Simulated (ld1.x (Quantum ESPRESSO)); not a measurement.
Building the ultrasoft potential for boron (BLYP, scalar-relativistic).

The input file (ld1.x (Quantum ESPRESSO) 7.5):

```
&input
   title='B', zed=5., rel=1, dft='BLYP', iswitch=3,
   config='[He] 2s2 2p1 3d-2',
   nld=3, rlderiv=2.55, eminld=-3.0, emaxld=5.0, deld=0.02
 /
 &inputp
   pseudotype=3, tm=.true., lloc=-1, rcloc=1.60,
   nlcc=.true., rcore=1.70,
   which_augfun='PSQ', rmatch_augfun_nc=.true.,
   file_pseudopw='B.UPF', file_wfcaegen='ae.wfc', file_wfcncgen='nc.wfc', file_beta='beta', file_chi='chi', file_wfcusgen='us.wfc'
 /
6
2S  1  0   2.00   0.00  1.45  1.85  0.0
2S  1  0   0.00   1.55  1.45  1.85  0.0
2P  2  1   1.00   0.00  2.10  2.35  0.0
2P  2  1   0.00   0.25  2.10  2.35  0.0
3D  3  2  -2.00   0.30  1.50  1.95  0.0
3D  3  2  -2.00   1.90  1.50  1.95  0.0
 &test
   configts(1)='2s2 2p1'
 /
```

Command:

```bash
ld1.x < B.in > B.out
```

The program printed (shortened: banner, matrices, multipoles, cross overlaps and the repeated all-electron block are left out):

```
Program LD1 v.7.5
     --------------------------- All-electron run ----------------------------

     B
     scalar relativistic calculation

     atomic number is  5.00
     dft =BLYP   lsd =0 sic =0 latt =0  beta=0.20 tr2=1.0E-14
     Exchange-correlation= BLYP
                           (   1   3   1   3   0   0   0)
     mesh =1059 r(mesh) = 101.04461 a.u. xmin = -7.00 dx = 0.01250
     1 Ry =  13.60569312 eV, c = 137.03599908

     n l     nl                  e(Ry)          e(Ha)          e(eV)
     1 0     1S 1( 2.00)       -13.3076        -6.6538      -181.0585
     2 0     2S 1( 2.00)        -0.6837        -0.3418        -9.3015
     2 1     2P 1( 1.00)        -0.2600        -0.1300        -3.5370

     final scf error:  5.0E-16 reached in  22 iterations

     Etot =     -49.289704 Ry,     -24.644852 Ha,    -670.620582 eV

     Ekin =      49.145891 Ry,      24.572946 Ha,     668.663913 eV
     Encl =    -113.902860 Ry,     -56.951430 Ha,   -1549.727365 eV
     Eh   =      23.154043 Ry,      11.577022 Ha,     315.026808 eV
     Exc  =      -7.686778 Ry,      -3.843389 Ha,    -104.583938 eV

     normalization and overlap integrals

     s(1S/1S) =  1.000000  <r> =   0.3295  <r2> =    0.1475  r(max) =   0.2103
     s(2S/2S) =  1.000000  <r> =   1.9520  <r2> =    4.6148  r(max) =   1.4964
     s(2P/2P) =  1.000000  <r> =   2.3082  <r2> =    6.9686  r(max) =   1.5536

     ------------------------ End of All-electron run ------------------------

     --------------------- Generating US pseudopotential ---------------------

      Generating local potential from pseudized AE potential:
      Matching radius rcloc =   1.6000

      Local pseudo, rcloc= 1.593 Estimated cut-off energy=     9.45 Ry

      Computing core charge for nlcc:

       r > 1.72 : true rho core
       r < 1.72 : rho core = a sin(br)/r    a=   0.00  b=   1.69

      Integrated core pseudo-charge :   0.00
      Wfc-us  2S rcutus= 1.851  Estimated cut-off energy=    13.56 Ry
      Wfc-us  2S rcutus= 1.851  Estimated cut-off energy=    22.53 Ry
      Wfc-us  2P rcutus= 2.376  Estimated cut-off energy=    13.74 Ry
      Wfc-us  2P rcutus= 2.376  Estimated cut-off energy=    16.90 Ry
      Wfc-us  3D rcutus= 1.946  Estimated cut-off energy=    27.13 Ry
      Wfc-us  3D rcutus= 1.946  Estimated cut-off energy=    28.95 Ry

     Q pseudized with Bessel functions
     Expected ecutrho=     165.9677 due to l1=  2   l2=  2

     ------------------- End of pseudopotential generation -------------------

     Computing logarithmic derivative in   2.54551
     Message from routine run_pseudo:
     Warning: convergence not achieved
     Computing logarithmic derivative in   2.54551
     Computing the partial wave expansion
     R is outside the sphere for l=    0 j= 0.00
     R is outside the sphere for l=    0 j= 0.00
     R is outside the sphere for l=    1 j= 0.00
     R is outside the sphere for l=    1 j= 0.00
     R is outside the sphere for l=    2 j= 0.00
     R is outside the sphere for l=    2 j= 0.00

     ---------------------- Testing the pseudopotential ----------------------

     B
     scalar relativistic calculation

     atomic number is  5.00   valence charge is  3.00
     dft =BLYP   lsd =0 sic =0 latt =0  beta=0.20 tr2=1.0E-14
     mesh =1059 r(mesh) = 101.04461 xmin = -7.00 dx = 0.01250

     n l     nl             e AE (Ry)        e PS (Ry)    De AE-PS (Ry)
     1 0     2S   1( 2.00)       -0.68365       -0.68365        0.00000
     2 1     2P   1( 1.00)       -0.25996       -0.25996        0.00000

     eps = 3.5E-12  iter =201

     Etot =     -49.289704 Ry,     -24.644852 Ha,    -670.620582 eV
     Etotps =    -5.173264 Ry,      -2.586632 Ha,     -70.385839 eV

     Ekin =       2.259291 Ry,       1.129645 Ha,      30.739216 eV
     Encl =     -10.667097 Ry,      -5.333548 Ha,    -145.133242 eV
     Ehrt =       3.995444 Ry,       1.997722 Ha,      54.360780 eV
     Ecxc =      -1.584072 Ry,      -0.792036 Ha,     -21.552400 eV
     (Ecc =      -0.000431 Ry,      -0.000216 Ha,      -0.005868 eV)
     Epseu=       0.823171 Ry,       0.411585 Ha,      11.199807 eV

     ---------------------- End of pseudopotential test ----------------------
```

Generation and configuration tests took about 2.6 s on one core of a shared server CPU.
